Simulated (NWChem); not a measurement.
System: CH₇Si₂, doublet; SMILES [CH]([SiH3])[SiH3]

The following NWChem deck was run.

```
start job
memory heap 200 mb stack 900 mb global 1100 mb
geometry units angstroms noautoz
  Si     1.674639    -0.000060     0.124685
  C      0.000000     0.000000    -0.684961
  Si    -1.674639     0.000060     0.124685
  H      2.478729    -1.174320    -0.323135
  H      2.442521     1.224246    -0.247413
  H      1.545788    -0.046871     1.604892
  H      0.000000     0.000000    -1.778690
  H     -2.442521    -1.224246    -0.247413
  H     -2.478729     1.174320    -0.323135
  H     -1.545788     0.046871     1.604892
end
basis spherical
  * library def2-svp
end
dft
  odft
  mult 2
  xc mpw1k
  iterations 150
  mulliken
end
task dft energy
```

Parts of the log:

```
             Northwest Computational Chemistry Package (NWChem) 7.3.0
             --------------------------------------------------------

 C2  symmetry detected

                             Geometry "geometry" -> ""
                             -------------------------

 Output coordinates in angstroms (scale by  1.889725989 to convert to a.u.)

  No.       Tag          Charge          X              Y              Z
 ---- ---------------- ---------- -------------- -------------- --------------
    1 Si                  14.0000     1.67463900    -0.00013831     0.13269934
    2 C                    6.0000     0.00000000     0.00000000    -0.67694666
    3 Si                  14.0000    -1.67463900     0.00013831     0.13269934
    4 H                    1.0000     2.47867409    -1.17443591    -0.31512066
    5 H                    1.0000     2.44257824     1.22413178    -0.23939866
    6 H                    1.0000     1.54578581    -0.04694328     1.61290634
    7 H                    1.0000     0.00000000     0.00000000    -1.77067566
    8 H                    1.0000    -2.44257824    -1.22413178    -0.23939866
    9 H                    1.0000    -2.47867409     1.17443591    -0.31512066
   10 H                    1.0000    -1.54578581     0.04694328     1.61290634

 Effective nuclear repulsion energy (a.u.)     138.5759678640

      Symmetry information
      --------------------

 Group name             C2
 Group number              4
 Group order               2
 No. of unique centers     6

                                 NWChem DFT Module
                                 -----------------

 Summary of "ao basis" -> "ao basis" (spherical)
 ------------------------------------------------------------------------------
       Tag                 Description            Shells   Functions and Types
 ---------------- ------------------------------  ------  ---------------------
 Si                         def2-svp                 8       18   4s3p1d
 C                          def2-svp                 6       14   3s2p1d
 H                          def2-svp                 3        5   2s1p

      Symmetry analysis of basis
      --------------------------

        a          44
        b          41

            General Information
            -------------------
          SCF calculation type: DFT
          Wavefunction type:  spin polarized.
          No. of atoms     :    10
          No. of electrons :    41
           Alpha electrons :    21
            Beta electrons :    20
          Charge           :     0
          Spin multiplicity:     2
          Use of symmetry is: on ; symmetry adaption is: on
          Maximum number of iterations: 150
          AO basis - number of functions:    85
                     number of shells:    43
          Convergence on energy requested:  1.00D-06
          Convergence on density requested:  1.00D-05
          Convergence on gradient requested:  5.00D-04

              XC Information
              --------------
                        MPW1K Method XC Functional
                     Hartree-Fock (Exact) Exchange  0.428
                        mPW91  Exchange Functional  0.572
                Perdew 1991 Correlation Functional  1.000 non-local
            Perdew 1991 LDA Correlation Functional  1.000 local

             Grid Information
             ----------------
          Grid used for XC integration:  medium
          Radial quadrature: Mura-Knowles
          Angular quadrature: Lebedev.
          Tag              B.-S. Rad. Rad. Pts. Rad. Cut. Ang. Pts.
          ---              ---------- --------- --------- ---------
          Si                  1.10       88          11.0       590
          C                   0.70       49           8.0       434
          H                   0.35       45          13.0       434
          Grid pruning is: on
          Number of quadrature shells:   317
          Spatial weights used:  Erf1

      Superposition of Atomic Density Guess
      -------------------------------------

 Sum of atomic energies:        -618.59685226

      Non-variational initial energy
      ------------------------------

 Total energy =    -619.695646
 1-e energy   =   -1130.260754
 2-e energy   =     371.989140
 HOMO         =      -0.195713
 LUMO         =       0.066564

   Symmetry analysis of molecular orbitals - initial alpha
   -------------------------------------------------------

  Numbering of irreducible representations:

     1 a           2 b

  Orbital symmetries:

     1 b           2 a           3 a           4 a           5 b
     6 a           7 b           8 a           9 b          10 b
    11 a          12 a          13 b          14 a          15 a
    16 b          17 b          18 a          19 a          20 b
    21 b          22 a          23 a          24 b          25 b
    26 b          27 a          28 a          29 a          30 b
    31 a

   Symmetry analysis of molecular orbitals - initial beta
   ------------------------------------------------------

  Numbering of irreducible representations:

     1 a           2 b

  Orbital symmetries:

     1 b           2 a           3 a           4 a           5 b
     6 a           7 b           8 a           9 b          10 b
    11 a          12 a          13 b          14 a          15 a
    16 b          17 b          18 a          19 a          20 b
    21 b          22 a          23 a          24 b          25 b
    26 b          27 a          28 a          29 a          30 b
    31 a

     ---------------------------------------------
      Total Density - Mulliken Population Analysis
     ---------------------------------------------

    Atom       Charge   Shell Charges
 -----------   ------   -------------------------------------------------------
    1 Si  14    13.57   2.00  1.99  1.00  0.27  5.94  1.14  1.09  0.15
    2 C    6     6.58   1.99  1.01  0.40  1.89  1.29  0.01
    3 Si  14    13.57   2.00  1.99  1.00  0.27  5.94  1.14  1.09  0.15
    4 H    1     1.06   0.69  0.36  0.01
    5 H    1     1.06   0.69  0.36  0.01
    6 H    1     1.08   0.70  0.37  0.01
    7 H    1     0.86   0.66  0.18  0.03
    8 H    1     1.06   0.69  0.36  0.01
    9 H    1     1.06   0.69  0.36  0.01
   10 H    1     1.08   0.70  0.37  0.01

     --------------------------------------------
      Spin Density - Mulliken Population Analysis
     --------------------------------------------

    Atom       Charge   Shell Charges
 -----------   ------   -------------------------------------------------------
    1 Si  14     0.03   0.00  0.00 -0.00 -0.00  0.00  0.00  0.00  0.03
    2 C    6     0.75   0.00  0.00  0.00  0.40  0.35  0.00
    3 Si  14     0.03   0.00  0.00 -0.00 -0.00  0.00  0.00  0.00  0.03
    4 H    1     0.04   0.02  0.02  0.00
    5 H    1     0.05   0.03  0.02  0.00
    6 H    1     0.00   0.00  0.00 -0.00
    7 H    1     0.00   0.00  0.00  0.00
    8 H    1     0.05   0.03  0.02  0.00
    9 H    1     0.04   0.02  0.02  0.00
   10 H    1     0.00   0.00  0.00 -0.00

   convergence    iter        energy       DeltaE   RMS-Dens  Diis-err
 ---------------- ----- ----------------- --------- --------- ---------
 d= 0,ls=0.0,diis     1   -621.0099408390 -7.60D+02  2.68D-03  3.29D-02
                                                     2.58D-03  3.78D-02
 d= 0,ls=0.0,diis     2   -621.0405629500 -3.06D-02  9.41D-04  2.13D-03
                                                     6.72D-04  1.37D-03
 d= 0,ls=0.0,diis     3   -621.0422295936 -1.67D-03  1.93D-04  3.08D-04
                                                     2.81D-04  6.32D-04
 d= 0,ls=0.0,diis     4   -621.0425594168 -3.30D-04  1.52D-04  8.75D-05
                                                     6.50D-05  1.69D-05
 d= 0,ls=0.0,diis     5   -621.0426093839 -5.00D-05  3.83D-05  2.94D-06
                                                     5.50D-05  1.56D-05
  Resetting Diis
 d= 0,ls=0.0,diis     6   -621.0426203207 -1.09D-05  2.49D-05  9.61D-07
                                                     1.73D-05  3.71D-07
 d= 0,ls=0.0,diis     7   -621.0426215177 -1.20D-06  2.94D-06  4.29D-08
                                                     5.11D-06  7.70D-08
 d= 0,ls=0.0,diis     8   -621.0426215853 -6.76D-08  2.13D-06  2.26D-08
                                                     1.07D-06  7.68D-09

         Total DFT energy =     -621.042621585315
      One electron energy =    -1133.097325116444
           Coulomb energy =      423.335041308554
    Exchange-Corr. energy =      -49.856305641421
 Nuclear repulsion energy =      138.575967863997

 Numeric. integr. density =       41.000023547067

                  Occupations of the irreducible representations
                  ----------------------------------------------

                     irrep           alpha         beta
                     --------     --------     --------
                     a                11.0         11.0
                     b                10.0          9.0

                    DFT Final Alpha Molecular Orbital Analysis
                    ------------------------------------------

 Vector   19  Occ=1.000000D+00  E=-3.877711D-01  Symmetry=a
              MO Center=  5.5D-14,  1.3D-16,  6.1D-01, r^2= 4.7D+00
   Bfn.  Coefficient  Atom+Function         Bfn.  Coefficient  Atom+Function
  ----- ------------  ---------------      ----- ------------  ---------------
    61      0.265860   6 H  s                81      0.265860  10 H  s
    24     -0.217075   2 C  pz               10      0.190117   1 Si pz
    42      0.190117   3 Si pz               66      0.186092   7 H  s
    62      0.159876   6 H  s                82      0.159876  10 H  s
    13      0.126733   1 Si pz               45      0.126733   3 Si pz

 Vector   20  Occ=1.000000D+00  E=-3.761262D-01  Symmetry=b
              MO Center=  1.1D-13, -2.4D-15, -8.7D-02, r^2= 5.1D+00
   Bfn.  Coefficient  Atom+Function         Bfn.  Coefficient  Atom+Function
  ----- ------------  ---------------      ----- ------------  ---------------
    22      0.317629   2 C  px                8     -0.212164   1 Si px
    40     -0.212164   3 Si px               25      0.203953   2 C  px
    51     -0.169571   4 H  s                76      0.169571   9 H  s
    56     -0.157355   5 H  s                71      0.157355   8 H  s
    11     -0.141086   1 Si px               43     -0.141086   3 Si px

 Vector   21  Occ=1.000000D+00  E=-2.991867D-01  Symmetry=b
              MO Center=  1.3D-14,  3.3D-16, -5.3D-01, r^2= 3.2D+00
   Bfn.  Coefficient  Atom+Function         Bfn.  Coefficient  Atom+Function
  ----- ------------  ---------------      ----- ------------  ---------------
    23      0.518992   2 C  py               26      0.457546   2 C  py
    56     -0.147228   5 H  s                71      0.147228   8 H  s
    51      0.141109   4 H  s                76     -0.141109   9 H  s
    57     -0.138211   5 H  s                72      0.138211   8 H  s
    52      0.132170   4 H  s                77     -0.132170   9 H  s

 Vector   22  Occ=0.000000D+00  E= 4.974264D-02  Symmetry=a
              MO Center= -1.4D-13,  7.3D-16, -6.3D-02, r^2= 6.9D+00
   Bfn.  Coefficient  Atom+Function         Bfn.  Coefficient  Atom+Function
  ----- ------------  ---------------      ----- ------------  ---------------
    21      1.866931   2 C  s                11      0.813672   1 Si px
    43     -0.813672   3 Si px               13      0.581574   1 Si pz
    45      0.581574   3 Si pz               67     -0.502394   7 H  s
     4     -0.356016   1 Si s                36     -0.356016   3 Si s
    62     -0.290418   6 H  s                82     -0.290418  10 H  s

 Vector   23  Occ=0.000000D+00  E= 8.319218D-02  Symmetry=a
              MO Center= -1.3D-12, -1.9D-14, -8.0D-02, r^2= 6.6D+00
   Bfn.  Coefficient  Atom+Function         Bfn.  Coefficient  Atom+Function
  ----- ------------  ---------------      ----- ------------  ---------------
    13      0.828127   1 Si pz               45      0.828127   3 Si pz
    62     -0.706054   6 H  s                82     -0.706054  10 H  s
    57      0.538502   5 H  s                72      0.538502   8 H  s
    52      0.534889   4 H  s                77      0.534889   9 H  s
    11     -0.497054   1 Si px               43      0.497054   3 Si px

 Vector   24  Occ=0.000000D+00  E= 9.013995D-02  Symmetry=b
              MO Center=  1.0D-12, -4.3D-15,  2.1D-01, r^2= 6.6D+00
   Bfn.  Coefficient  Atom+Function         Bfn.  Coefficient  Atom+Function
  ----- ------------  ---------------      ----- ------------  ---------------
    52     -0.783034   4 H  s                77      0.783034   9 H  s
    11      0.778706   1 Si px               43      0.778706   3 Si px
    13     -0.727153   1 Si pz               45      0.727153   3 Si pz
    62      0.730282   6 H  s                82     -0.730282  10 H  s
    12     -0.509650   1 Si py               44     -0.509650   3 Si py

                     DFT Final Beta Molecular Orbital Analysis
                     -----------------------------------------

 Vector   18  Occ=1.000000D+00  E=-3.898793D-01  Symmetry=a
              MO Center=  5.1D-13,  7.1D-15, -1.4D-01, r^2= 7.0D+00
   Bfn.  Coefficient  Atom+Function         Bfn.  Coefficient  Atom+Function
  ----- ------------  ---------------      ----- ------------  ---------------
    56      0.233472   5 H  s                71      0.233472   8 H  s
    51     -0.220026   4 H  s                76     -0.220026   9 H  s
     9      0.214959   1 Si py               41     -0.214959   3 Si py
    12      0.169156   1 Si py               44     -0.169156   3 Si py
    57      0.123500   5 H  s                72      0.123500   8 H  s

 Vector   19  Occ=1.000000D+00  E=-3.841731D-01  Symmetry=a
              MO Center=  1.5D-13, -1.7D-14,  5.5D-01, r^2= 4.5D+00
   Bfn.  Coefficient  Atom+Function         Bfn.  Coefficient  Atom+Function
  ----- ------------  ---------------      ----- ------------  ---------------
    61      0.262384   6 H  s                81      0.262384  10 H  s
    24     -0.232657   2 C  pz               66      0.206879   7 H  s
    10      0.190075   1 Si pz               42      0.190075   3 Si pz
    62      0.160158   6 H  s                82      0.160158  10 H  s
    67      0.127531   7 H  s                13      0.125129   1 Si pz

 Vector   20  Occ=1.000000D+00  E=-3.656051D-01  Symmetry=b
              MO Center=  5.8D-14, -2.2D-15, -2.3D-01, r^2= 4.6D+00
   Bfn.  Coefficient  Atom+Function         Bfn.  Coefficient  Atom+Function
  ----- ------------  ---------------      ----- ------------  ---------------
    22      0.354978   2 C  px                8     -0.231112   1 Si px
    40     -0.231112   3 Si px               25      0.217283   2 C  px
    51     -0.157067   4 H  s                76      0.157067   9 H  s
    11     -0.152137   1 Si px               43     -0.152137   3 Si px
    56     -0.148595   5 H  s                71      0.148595   8 H  s

 Vector   21  Occ=0.000000D+00  E=-7.425851D-02  Symmetry=b
              MO Center= -2.6D-14,  1.8D-15, -4.8D-01, r^2= 2.8D+00
   Bfn.  Coefficient  Atom+Function         Bfn.  Coefficient  Atom+Function
  ----- ------------  ---------------      ----- ------------  ---------------
    26      0.450206   2 C  py               23      0.416458   2 C  py
    57     -0.252404   5 H  s                72      0.252404   8 H  s
    12      0.243268   1 Si py               44      0.243268   3 Si py
    52      0.241122   4 H  s                77     -0.241122   9 H  s
    56     -0.111031   5 H  s                71      0.111031   8 H  s

[...]
```

Level: MPW1K/def2-SVP, spin-unrestricted. In the optimisation the excess spin sits in b (C2, its own frame). All runs use the structure optimised with B3LYP/6-31G* (spherical d), spin-unrestricted. No stability test was run on the SCF state.
